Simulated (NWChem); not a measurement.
System: disulfane (H2S2); SMILES SS

Input file for NWChem:

```
start job
memory heap 200 mb stack 900 mb global 1100 mb
geometry units angstroms noautoz
  S      0.020651    -1.036052     0.078241
  S     -0.020651     1.036052     0.078241
  H     -0.931984    -1.250775    -0.861827
  H      0.931984     1.250775    -0.861827
end
basis spherical
  * library def2-svpd
end
dft
  xc xpbe96 cpbe96
  iterations 150
end
tddft
  cis
  nroots 6
  notriplet
end
task tddft energy
```

NWChem printed, in part:

```
             Northwest Computational Chemistry Package (NWChem) 7.3.0
             --------------------------------------------------------

 C2  symmetry detected

                             Geometry "geometry" -> ""
                             -------------------------

 Output coordinates in angstroms (scale by  1.889725989 to convert to a.u.)

  No.       Tag          Charge          X              Y              Z
 ---- ---------------- ---------- -------------- -------------- --------------
    1 S                   16.0000     0.03516933    -1.03566082     0.05529812
    2 S                   16.0000    -0.03516933     1.03566082     0.05529812
    3 H                    1.0000    -0.91436274    -1.26371399    -0.88476988
    4 H                    1.0000     0.91436274     1.26371399    -0.88476988

 Effective nuclear repulsion energy (a.u.)      84.4531724817

      Symmetry information
      --------------------

 Group name             C2
 Group number              4
 Group order               2
 No. of unique centers     2

  pbe96 is a nonlocal functional; adding pw91lda local functional.

                                 NWChem DFT Module
                                 -----------------

 Summary of "ao basis" -> "ao basis" (spherical)
 ------------------------------------------------------------------------------
       Tag                 Description            Shells   Functions and Types
 ---------------- ------------------------------  ------  ---------------------
 S                         def2-svpd                11       27   5s4p2d
 H                         def2-svpd                 4        8   2s2p

      Symmetry analysis of basis
      --------------------------

        a          35
        b          35

            General Information
            -------------------
          SCF calculation type: DFT
          Wavefunction type:  closed shell.
          No. of atoms     :     4
          No. of electrons :    34
           Alpha electrons :    17
            Beta electrons :    17
          Charge           :     0
          Spin multiplicity:     1
          Use of symmetry is: off; symmetry adaption is: on
          Maximum number of iterations: 150
          AO basis - number of functions:    70
                     number of shells:    30
          Convergence on energy requested:  1.00D-06
          Convergence on density requested:  1.00D-05
          Convergence on gradient requested:  5.00D-04

              XC Information
              --------------
          PerdewBurkeErnzerhof Exchange Functional  1.000
            Perdew 1991 LDA Correlation Functional  1.000 local
           PerdewBurkeErnz. Correlation Functional  1.000 non-local

             Grid Information
             ----------------
          Grid used for XC integration:  medium
          Radial quadrature: Mura-Knowles
          Angular quadrature: Lebedev.
          Tag              B.-S. Rad. Rad. Pts. Rad. Cut. Ang. Pts.
          ---              ---------- --------- --------- ---------
          S                   1.00       88          11.0       590
          H                   0.35       45          11.0       434
          Grid pruning is: on
          Number of quadrature shells:   266
          Spatial weights used:  Erf1

      Superposition of Atomic Density Guess
      -------------------------------------

 Sum of atomic energies:        -795.70194042

      Non-variational initial energy
      ------------------------------

 Total energy =    -796.112952
 1-e energy   =   -1267.413017
 2-e energy   =     386.846892
 HOMO         =      -0.292157
 LUMO         =      -0.020746

      Symmetry analysis of molecular orbitals - initial
      -------------------------------------------------

  Numbering of irreducible representations:

     1 a           2 b

  Orbital symmetries:

     1 b           2 a           3 a           4 b           5 a
     6 b           7 a           8 b           9 a          10 b
    11 a          12 b          13 a          14 b          15 a
    16 b          17 a          18 b          19 a          20 b
    21 b          22 a          23 a          24 b          25 a
    26 b          27 a

 !! scf_movecs_sym_adapt:    4 vectors were symmetry contaminated

  Symmetry fudging

   convergence    iter        energy       DeltaE   RMS-Dens  Diis-err
 ---------------- ----- ----------------- --------- --------- ---------
 d= 0,ls=0.0,diis     1   -796.9644815831 -8.81D+02  1.02D-02  3.19D-01

 !! scf_movecs_sym_adapt:    6 vectors were symmetry contaminated

  Symmetry fudging

 !! scf_movecs_sym_adapt:    2 vectors were symmetry contaminated

 d= 0,ls=0.0,diis     2   -796.9792122660 -1.47D-02  6.03D-03  8.94D-02

 !! scf_movecs_sym_adapt:    4 vectors were symmetry contaminated

  Symmetry fudging

 !! scf_movecs_sym_adapt:    2 vectors were symmetry contaminated

 d= 0,ls=0.0,diis     3   -796.9921728287 -1.30D-02  1.87D-03  1.95D-02

 !! scf_movecs_sym_adapt:    6 vectors were symmetry contaminated

  Symmetry fudging
 d= 0,ls=0.0,diis     4   -796.9955480833 -3.38D-03  2.67D-04  2.05D-04

 !! scf_movecs_sym_adapt:    2 vectors were symmetry contaminated

  Symmetry fudging
 d= 0,ls=0.0,diis     5   -796.9955859884 -3.79D-05  4.78D-05  6.32D-06

 !! scf_movecs_sym_adapt:    2 vectors were symmetry contaminated

  Symmetry fudging
  Resetting Diis
 d= 0,ls=0.0,diis     6   -796.9955870485 -1.06D-06  1.39D-05  6.57D-07

 !! scf_movecs_sym_adapt:    2 vectors were symmetry contaminated

  Symmetry fudging
 d= 0,ls=0.0,diis     7   -796.9955871526 -1.04D-07  1.02D-05  9.18D-08

 !! scf_movecs_sym_adapt:    2 vectors were symmetry contaminated

  Symmetry fudging
 d= 0,ls=0.0,diis     8   -796.9955871335  1.91D-08  6.13D-06  2.00D-07

         Total DFT energy =     -796.995587133501
      One electron energy =    -1268.383901882409
           Coulomb energy =      438.635073825370
    Exchange-Corr. energy =      -51.699931558168
 Nuclear repulsion energy =       84.453172481705

 Numeric. integr. density =       34.000008166723

                  Occupations of the irreducible representations
                  ----------------------------------------------

                     irrep           alpha         beta
                     --------     --------     --------
                     a                 9.0          9.0
                     b                 8.0          8.0

                       DFT Final Molecular Orbital Analysis
                       ------------------------------------

 Vector   15  Occ=2.000000D+00  E=-3.307980D-01  Symmetry=a
              MO Center= -1.1D-11,  9.9D-11,  1.6D-01, r^2= 2.8D+00
   Bfn.  Coefficient  Atom+Function         Bfn.  Coefficient  Atom+Function
  ----- ------------  ---------------      ----- ------------  ---------------
    13      0.287447  1 S  py                40     -0.287447  2 S  py
    10      0.257791  1 S  py                37     -0.257791  2 S  py
    14     -0.217049  1 S  pz                41     -0.217049  2 S  pz
     3     -0.184192  1 S  s                 30     -0.184192  2 S  s
    11     -0.176346  1 S  pz                38     -0.176346  2 S  pz

 Vector   16  Occ=2.000000D+00  E=-2.358442D-01  Symmetry=a
              MO Center= -2.2D-10,  6.6D-09, -8.6D-02, r^2= 2.7D+00
   Bfn.  Coefficient  Atom+Function         Bfn.  Coefficient  Atom+Function
  ----- ------------  ---------------      ----- ------------  ---------------
    12      0.346168  1 S  px                39     -0.346168  2 S  px
     9      0.281657  1 S  px                36     -0.281657  2 S  px
    14     -0.233512  1 S  pz                41     -0.233512  2 S  pz
    11     -0.165225  1 S  pz                38     -0.165225  2 S  pz
     6      0.156343  1 S  px                33     -0.156343  2 S  px

 Vector   17  Occ=2.000000D+00  E=-2.357000D-01  Symmetry=b
              MO Center=  5.5D-10, -5.8D-09,  8.2D-02, r^2= 2.7D+00
   Bfn.  Coefficient  Atom+Function         Bfn.  Coefficient  Atom+Function
  ----- ------------  ---------------      ----- ------------  ---------------
    14      0.342717  1 S  pz                41     -0.342717  2 S  pz
    11      0.281309  1 S  pz                38     -0.281309  2 S  pz
    12     -0.241428  1 S  px                39     -0.241427  2 S  px
     9     -0.169693  1 S  px                36     -0.169693  2 S  px
     8      0.156026  1 S  pz                35     -0.156026  2 S  pz

[...]

                                NWChem TDDFT Module
                                -------------------

            General Information
            -------------------
           No. of orbitals :     140
            Alpha orbitals :      70
             Beta orbitals :      70
        Alpha frozen cores :       0
         Beta frozen cores :       0
     Alpha frozen virtuals :       0
      Beta frozen virtuals :       0
         Spin multiplicity :       1
    Number of AO functions :      70
        Use of symmetry is : off
      Symmetry adaption is : on
         Schwarz screening :  0.10D-07

              XC Information
              --------------
   PerdewBurkeErnzerhof Exchange Functional   1.00
     Perdew 1991 LDA Correlation Functional   1.00 local
    PerdewBurkeErnz. Correlation Functional   1.00 non-local

             TDDFT Information
             -----------------
          Calculation type : Tamm-Dancoff TDDFT
         Wavefunction type : Restricted singlets
          No. of electrons :      34
           Alpha electrons :      17
            Beta electrons :      17
              No. of roots :       6
          Max subspacesize :    5200
            Max iterations :     100
               Target root :       1
           Target symmetry : none
      Symmetry restriction : off
                 Algorithm : Optimal
        Davidson threshold :  0.10D-03

    6 smallest eigenvalue differences (eV)
--------------------------------------------------------
  No. Spin  Occ  Vir  Irrep   E(Occ)    E(Vir)   E(Diff)
--------------------------------------------------------
    1    1   17   18 a        -0.236    -0.084     4.118
    2    1   16   18 b        -0.236    -0.084     4.122
    3    1   17   19 b        -0.236    -0.034     5.494
    4    1   16   19 a        -0.236    -0.034     5.498
    5    1   17   20 a        -0.236    -0.016     5.981
    6    1   16   20 b        -0.236    -0.016     5.985
--------------------------------------------------------

  Entering Davidson iterations
  Restricted singlet excited states

  Iter   NTrls   NConv    DeltaV     DeltaE      Time
  ----  ------  ------  ---------  ---------  ---------
    1      6       0     0.68E-01   0.10+100        1.3
    2     12       0     0.32E-01   0.76E-02        1.4
    3     18       0     0.46E-02   0.20E-02        1.4
    4     24       3     0.38E-03   0.28E-04        1.4
    5     27       6     0.47E-04   0.25E-06        0.9
  ----  ------  ------  ---------  ---------  ---------
  Convergence criterion met

  Ground state a        -796.995587133501 a.u.

  ----------------------------------------------------------------------------
  Root   1 singlet a              0.163221457 a.u.                4.4415 eV
  ----------------------------------------------------------------------------
     Transition Moments    X -0.00000   Y -0.00000   Z  0.19570
     Dipole Oscillator Strength                    0.0041673039
     Electric Quadrupole                           0.0000000050
     Magnetic Dipole                               0.0000000066
     Total Oscillator Strength                     0.0041673154

     Occ.   17  b   ---  Virt.   18  b        0.99514
     Occ.   17  b   ---  Virt.   20  b       -0.05351
     Occ.   17  b   ---  Virt.   24  b        0.05901
  ----------------------------------------------------------------------------
  Root   2 singlet b              0.164630723 a.u.                4.4798 eV
  ----------------------------------------------------------------------------
     Transition Moments    X  0.19356   Y -0.24598   Z  0.00000
     Dipole Oscillator Strength                    0.0107527607
     Electric Quadrupole                           0.0000000031
     Magnetic Dipole                               0.0000000199
     Total Oscillator Strength                     0.0107527837

     Occ.   15  a   ---  Virt.   18  b        0.06397
     Occ.   16  a   ---  Virt.   18  b        0.99273
     Occ.   16  a   ---  Virt.   24  b        0.05790
  ----------------------------------------------------------------------------
  Root   3 singlet a              0.205399710 a.u.                5.5892 eV
  ----------------------------------------------------------------------------
     Transition Moments    X  0.00000   Y -0.00000   Z  0.19322
     Dipole Oscillator Strength                    0.0051124746
     Electric Quadrupole                           0.0000001669
     Magnetic Dipole                               0.0000016499
     Total Oscillator Strength                     0.0051142914

     Occ.   16  a   ---  Virt.   19  a        0.99713
  ----------------------------------------------------------------------------
  Root   4 singlet b              0.205894295 a.u.                5.6027 eV
  ----------------------------------------------------------------------------
     Transition Moments    X -0.18462   Y  0.28732   Z  0.00000
     Dipole Oscillator Strength                    0.0160100875
     Electric Quadrupole                           0.0000001640
     Magnetic Dipole                               0.0000016527
     Total Oscillator Strength                     0.0160119042

     Occ.   15  a   ---  Virt.   18  b       -0.07426
     Occ.   17  b   ---  Virt.   19  a       -0.99427
  ----------------------------------------------------------------------------
  Root   5 singlet a              0.228510901 a.u.                6.2181 eV
  ----------------------------------------------------------------------------
     Transition Moments    X  0.00000   Y -0.00000   Z  0.26024
     Dipole Oscillator Strength                    0.0103175677
     Electric Quadrupole                           0.0000000366
     Magnetic Dipole                               0.0000002351
     Total Oscillator Strength                     0.0103178394

     Occ.   17  b   ---  Virt.   20  b        0.98636
     Occ.   17  b   ---  Virt.   24  b        0.10670
  ----------------------------------------------------------------------------
  Root   6 singlet b              0.229197174 a.u.                6.2368 eV
  ----------------------------------------------------------------------------
     Transition Moments    X -0.21962   Y -0.28730   Z  0.00000
     Dipole Oscillator Strength                    0.0199821905
     Electric Quadrupole                           0.0000000671
     Magnetic Dipole                               0.0000005523
     Total Oscillator Strength                     0.0199828099

     Occ.   15  a   ---  Virt.   18  b        0.16585
     Occ.   16  a   ---  Virt.   20  b       -0.97457
     Occ.   16  a   ---  Virt.   24  b       -0.10290

              Target root =      1
          Target symmetry = none
      Ground state energy =   -796.995587133501
        Excitation energy =      0.163221456919
     Excited state energy =   -796.832365676582

  stored tddft:energy   -796.83236567658219
```

Level: PBE/def2-SVPD, TDA. Coordinates come from a PBE0/def2-SVP optimisation.
